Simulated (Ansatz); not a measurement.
Program: Ansatz 0.2.0.

A structure relaxed at PBE0-D4/def2-TZVP, charge 0, multiplicity 2:

```xyz
8

O    -0.8107   -2.9947    0.2774
Ga   -0.5883   -1.5345   -0.7411
O     0.0062   -0.0783    0.1293
Si    0.3975    1.4836   -0.1552
H    -0.5760   -2.8113    1.1937
H     0.9040    2.0786    1.1084
H    -0.7871    2.2609   -0.6140
H     1.4545    1.5957   -1.1986
```

Task: Give its formula and SMILES.

Result: GaH4O2Si, `[OH][Ga][O][SiH3]`.

Task: Point group (tolerance 0.08 Å, 0.16 Å for H)?

Result: Cs.

Task: Summarise the bond lengths by kind.

Result: 2 × Ga–O 1.794 to 1.798 Å; 1 × H–O 0.964 Å; 1 × O–Si 1.635 Å; 3 × H–Si 1.486 to 1.489 Å.
